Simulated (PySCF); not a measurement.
## Bi²⁺: ionisation energy

Bi²⁺ [Xe] 4f14 5d10 6s2 6p1 (2P) → Bi³⁺ [Xe] 4f14 5d10 6s2 (1S), as a difference of total energies. All numbers are calculated (PySCF 2.14, the spin-free X2C one-electron Hamiltonian (Gaussian nucleus), in x2c-TZVPPall with one added diffuse shell each of s, p, d, f type (12s8p7d4f, 99 functions)). Correlated levels: valence: [Xe] 4f14 5d10 frozen. The calculations carry no spin-orbit coupling.

| method | ionisation energy (eV) | plus first-order spin-orbit estimate | error of that sum (eV) |
| --- | --- | --- | --- |
| UHF | 23.099 | 24.563 | -1.008 |
| MP2 (valence) | 23.287 | 24.751 | -0.820 |
| SCS-MP2 (valence) | 23.276 | 24.740 | -0.831 |
| CCSD (valence) | 23.339 | 24.802 | -0.769 |
| CCSD(T) (valence) | 23.348 | 24.812 | -0.759 |

Reference: 25.571 eV (measured; NIST Atomic Spectra Database, ionization energies).

A first-order spin-orbit estimate (lowest level to lowest level, LS coupling) adds 1.464 eV.

Errors of the correlated levels include the incompleteness of this basis and the frozen core.

Every method misses the reference by a wide margin, which points to the basis or the choice of state and not to the methods.
